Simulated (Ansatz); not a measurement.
```yaml
crystal:
  periodic: [true, true, true]
  atoms:
    - {symbol: C, position_ang: [0.124190, -1.188129, 0.747095]}
    - {symbol: C, position_ang: [0.469965, 0.275775, 0.526664]}
    - {symbol: In, position_ang: [-0.458031, 1.141377, -1.193231]}
    - {symbol: F, position_ang: [-1.666675, 0.205637, -2.400959]}
    - {symbol: F, position_ang: [-0.294485, 2.954955, -1.875975]}
    - {symbol: H, position_ang: [-0.947122, -1.340717, 0.888921]}
    - {symbol: H, position_ang: [0.630578, -1.564797, 1.640945]}
    - {symbol: H, position_ang: [0.432424, -1.814299, -0.091978]}
    - {symbol: H, position_ang: [1.542526, 0.429030, 0.389431]}
    - {symbol: H, position_ang: [0.166621, 0.901159, 1.369087]}
basis:
  gaussian: {orbitals: def2-SVP}
hamiltonian: {xc: {name: HF}, pseudopotentials: {relativity: scalar}}
correlation: {method: rpa}
```

```sh
$ ansatz run in.yaml --threads 4 --pin off --events-out ev --progress --plain --max-ram 10444MiB
```

How does Ansatz answer? (An estimate is asked.)

The calculation gave: The input was rejected before any iteration.
```
Error: YAML parse error: error: line 2 column 3: crystal: missing field `lattice` (a structure is typed as `lattice` and `atoms`, a molecule's as `atoms` in Å alone, or read from a run's directory, `checkpoint`)
 --> <input>:2:3
1 | crystal:
2 |   periodic: [true, true, true]
3 |   atoms:
4 |     - {symbol: C, position_ang: [0.124190, -1.188129, 0.747095]}
```
